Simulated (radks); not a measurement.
Results of a calculation; reference values are marked as such.
Problem. The mean radii <r> (bohr) of the occupied orbitals of an atom or ion are listed with their occupations. Level of theory: scalar-relativistic Kohn-Sham, PBE, spin-polarised, spherical densities, finite nucleus; Fermi nuclear charge, rms radius of each element as measured or else 0.836 A^(1/3) + 0.57 fm (a radial shooting solver on a logarithmic mesh with Libxc functionals).

| orbital | occ. | <r> |
|---|---|---|
| 1s up | 1 | 0.03344 |
| 1s down | 1 | 0.03344 |
| 2s up | 1 | 0.1457 |
| 2s down | 1 | 0.1457 |
| 2p up | 3 | 0.1270 |
| 2p down | 3 | 0.1269 |
| 3s up | 1 | 0.4027 |
| 3s down | 1 | 0.4026 |
| 3p up | 3 | 0.4030 |
| 3p down | 3 | 0.4029 |
| 3d up | 5 | 0.3841 |
| 3d down | 5 | 0.3840 |
| 4s up | 1 | 1.014 |
| 4s down | 1 | 1.008 |
| 4p up | 3 | 1.114 |
| 4p down | 3 | 1.107 |
| 4d up | 5 | 1.464 |
| 5s up | 1 | 2.621 |

Name the element and its charge. Open shells, if any, are filled with parallel spins first.

Solution. Z = 44, ruthenium, charge +2: Ru2+ in [Kr] 4d5 5s1. The 1s radius gives Z: for a bare nucleus <r> = (2 gamma + 1)/(2Z) with gamma = sqrt(1 - (Z/c)^2), 0.03289 bohr for Z = 44, and screening makes it slightly larger (0.03344 here). The occupations add up to 42, and the charge is Z minus that.
